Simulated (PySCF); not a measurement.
Vertical ionisation of several complexes

Computed with PySCF 2.14.0, PBE0, def2-SVP on the ligands and scalar-relativistic core potentials on the metal (def2; Stuttgart 1997 for actinides; CRENBL for Ra), no spin-orbit coupling, vacuum. One electron is taken off at the relaxed geometry; the lower of the one or two spin states computed is given. Charges are Mulliken's.

| compound | state | point group | M–first ligand (Å) | ionisation energy (eV) | −ε(HOMO) (eV) | state after | change of charge on M (e) | spin on M after (e) |
| --- | --- | --- | --- | --- | --- | --- | --- | --- |
| Bi(BH4)3 | singlet | C3 | 2.064 | 10.37 | 8.65 | doublet | 0.13 | 0.15 |
| PbCl2 | singlet | C2v | 2.483 | 10.15 | 7.99 | doublet | 0.34 | 0.09 |
| TlF3(NH3) | singlet | C3 | 2.035 | 11.78 | 9.48 | doublet | 0.22 | -0.07 |
| BiI3(H2O) | singlet | Cs | 2.839 | 8.78 | 7.17 | doublet | 0.03 | -0.03 |
| YOF | singlet | Cs | 1.816 | 8.90 | 6.60 | doublet | 0.57 | 0.05 |

**Question.** What follows for compound Y(OH)3(H2O), state singlet, point group C1, M–first ligand (Å) 2.058?

**Answer.** ionisation energy (eV): 9.52, −ε(HOMO) (eV): 7.49, state after: doublet, change of charge on M (e): 0.25, spin on M after (e): -0.13.

One start shape was tried for each compound. Distances are means of the shortest metal–ligand contacts. Open shells may have lower solutions than those found. Not shown here to be minima: Y(OH)3(H2O). Unstable modes were found for BiI3(H2O).
